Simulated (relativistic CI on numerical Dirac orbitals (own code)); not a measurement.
Sensitivity of the levels of Pb¹¹⁺ to α and to the nuclear radius

Computed by Dirac-Coulomb-Breit CI, KLI orbitals optimised for each configuration, derivatives by finite differences, unscaled Slater integrals, QED left out (own radial code, finite nucleus).

Configuration list (outside the closed core [Kr] 4d10 4f14 5s2): 5p6 5d3, 5p6 5d2 6s, 5p6 5d2 5f, 5p5 5d4, 5p6 5d 6s2, 5p6 5d2 6p, 5p6 5d 5f2, 5p6 5d 6s 6p. Levels of other configurations are missing.

With x = (α/α₀)² − 1 an excitation energy changes as ω = ω₀ + qx; K = 2q/ω₀ is the relative enhancement. Terms are leading LS components, so labels can repeat. The field-shift factor is F = δν/δ⟨r²⟩ for the transition from the lowest level.

Lowest level 5p6 5d3 4F_3/2.

| Level | ω₀ (cm⁻¹) | q (cm⁻¹) | K | F (GHz/fm²) |
| --- | --- | --- | --- | --- |
| 5p6 5d3 4F_5/2 | 19566 | 25350 | 2.59 | 1.85 |
| 5p6 5d3 4P_3/2 | 30599 | 20740 | 1.36 | 2.38 |
| 5p6 5d3 4F_7/2 | 30706 | 30620 | 1.99 | 2.48 |
| 5p6 5d3 2G_9/2 | 35099 | 27150 | 1.55 | 2.35 |
| 5p6 5d3 4P_1/2 | 35955 | 23620 | 1.31 | 2.7 |
| 5p6 5d3 2G_7/2 | 54529 | 46910 | 1.72 | 4.14 |
| 5p6 5d3 4P_5/2 | 54931 | 38320 | 1.4 | 3.44 |
| 5p6 5d3 2H_9/2 | 57854 | 51440 | 1.78 | 4.25 |
| 5p6 5d3 2D_3/2 | 63952 | 50450 | 1.58 | 4.76 |
| 5p6 5d3 2P_1/2 | 66997 | 50930 | 1.52 | 5.99 |
| 5p6 5d3 2H_11/2 | 72292 | 51960 | 1.44 | 4.57 |
| 5p6 5d3 2D_5/2 | 76468 | 50430 | 1.32 | 5.06 |
| 5p6 5d3 2F_5/2 | 80338 | 45000 | 1.12 | 4.95 |
| 5p6 5d3 2F_7/2 | 84769 | 49490 | 1.17 | 5.35 |
| 5p6 5d3 2G_9/2 | 89583 | 77610 | 1.73 | 6.82 |
| 5p6 5d3 2P_3/2 | 93480 | 69830 | 1.49 | 7.76 |
| 5p6 5d3 2D_3/2 | 117932 | 60630 | 1.03 | 6.45 |
| 5p6 5d3 2D_5/2 | 123930 | 72100 | 1.16 | 7.47 |
| 5p6 5d2 6s 4F_3/2 | 368531 | -118700 | -0.644 | 291 |
| 5p6 5d2 6s 4F_5/2 | 373748 | -116300 | -0.622 | 288 |
| 5p6 5d2 6s 4F_7/2 | 396124 | -90390 | -0.456 | 293 |
| 5p6 5d2 6s 4P_1/2 | 397800 | -113100 | -0.569 | 291 |
| 5p6 5d2 6s 2F_5/2 | 401933 | -90470 | -0.45 | 286 |

At this charge energies of transitions that change n are usually good to better than 1 %, and those within a shell (Δn = 0) to a few per cent. Terms inside the open d or f shell come out 10 to 20 % too wide with unscaled integrals. Levels and lines within the n = 5 or 6 shells can be off by up to 10 % or somewhat more, and those that change n by about 2 %, since core polarisation is missing.
